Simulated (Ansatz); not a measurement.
Cost and result for the atomization energy of H₈OSSi₃ (`[SiH3][SiH2]O[SiH2]S`) (13 atoms, 12 bonds).

Z-matrix (Å, degrees):
```
Si
Si 1 2.346
H 1 1.488 2 110.8
H 1 1.488 2 110.6 3 120.5
H 1 1.489 2 109.2 3 -120.0
O 2 1.650 1 111.7 3 -59.7
H 2 1.489 1 109.9 3 62.2
H 2 1.486 1 110.4 3 -178.5
Si 6 1.632 2 139.2 1 46.6
S 9 2.131 6 112.6 2 36.6
H 9 1.482 6 110.5 2 -79.2
H 9 1.479 6 107.1 2 158.7
H 10 1.344 9 94.6 6 70.7
```

The species carries charge 0 and has multiplicity 1. All single points use the PBE0-D4/def2-TZVP geometry. It is one conformer, not always the lowest. Program: Ansatz. All runs use 4 threads of an Arm Neoverse V1 on a shared host. Times are those of one run each, without the atoms' runs, and a repeat can differ threefold. Electronic energies, without spin–orbit coupling; frozen cores. CCSD(T)/CBS adds CCSD(T) − MP2 in def2-TZVPP to the MP2 limit, and its time is that of the two runs behind it. T1 = 0.012. B3LYP takes the VWN-RPA correlation (the form of Gaussian; ORCA's B3LYP/G).

CCSD(T)/CBS is a level of theory with its own doubt, some kJ/mol a heavy atom from the limit and from the frozen cores, so smaller differences don't rank the functionals.

```json
{"level": "PBE-D4/def2-TZVPP (with forces)", "functions": "311", "wall time": "4 s", "atomization (kcal/mol)": "983.4", "difference from CCSD(T)/CBS": "-12.5", "per bond": "-1.0"}
{"level": "PBE0-D4/def2-TZVPP", "functions": "311", "wall time": "6 s", "atomization (kcal/mol)": "977.7", "difference from CCSD(T)/CBS": "-18.2", "per bond": "-1.5"}
{"level": "r2SCAN-D4/def2-TZVPP (with forces)", "functions": "311", "wall time": "8 s", "atomization (kcal/mol)": "992.5", "difference from CCSD(T)/CBS": "-3.4", "per bond": "-0.3"}
{"level": "B3LYP-D4/def2-TZVPP (with forces)", "functions": "311", "wall time": "9.5 s", "atomization (kcal/mol)": "989.4", "difference from CCSD(T)/CBS": "-6.5", "per bond": "-0.5"}
{"level": "B2PLYP/def2-TZVPP", "functions": "311", "wall time": "9.5 s", "atomization (kcal/mol)": "975.7", "difference from CCSD(T)/CBS": "-20.2", "per bond": "-1.7"}
{"level": "ωB97X-V/def2-TZVPP", "functions": "311", "wall time": "14 s", "atomization (kcal/mol)": "1001.8", "difference from CCSD(T)/CBS": "5.9", "per bond": "0.5"}
{"level": "ωB97M-V/def2-TZVPP (with forces)", "functions": "311", "wall time": "21 s", "atomization (kcal/mol)": "994.8", "difference from CCSD(T)/CBS": "-1.1", "per bond": "-0.1"}
{"level": "MP2/def2-QZVPP", "functions": "577", "wall time": "39 s", "atomization (kcal/mol)": "986.2", "difference from CCSD(T)/CBS": "-9.7", "per bond": "-0.8"}
{"level": "CCSD(T)/def2-TZVPP", "functions": "311", "wall time": "16 min", "atomization (kcal/mol)": "966.8", "difference from CCSD(T)/CBS": "-29.1", "per bond": "-2.4"}
{"level": "CCSD(T)/CBS(def2)", "functions": "–", "wall time": "16 min", "atomization (kcal/mol)": "995.9", "difference from CCSD(T)/CBS": "0.0", "per bond": "0.0"}
```

The D4 term adds +14.0 kcal/mol with B3LYP and +7.5 kcal/mol with PBE0; it sums over pairs of atoms, weighted by their polarisabilities, and B3LYP, whose exchange is more repulsive, gets the larger term. From PBE to PBE0 (25 % exact exchange), in def2-TZVPP and without D4, the atomization energy moves by −4.5 kcal/mol: exact exchange takes away binding that semilocal exchange gives to molecules. In def2-TZVPP, CCSD(T) changes the Hartree–Fock value by +223.4 kcal/mol (the triples alone add +10.9 kcal/mol) and MP2 by +225.3 kcal/mol; breaking electron pairs costs correlation energy, which Hartree–Fock lacks.
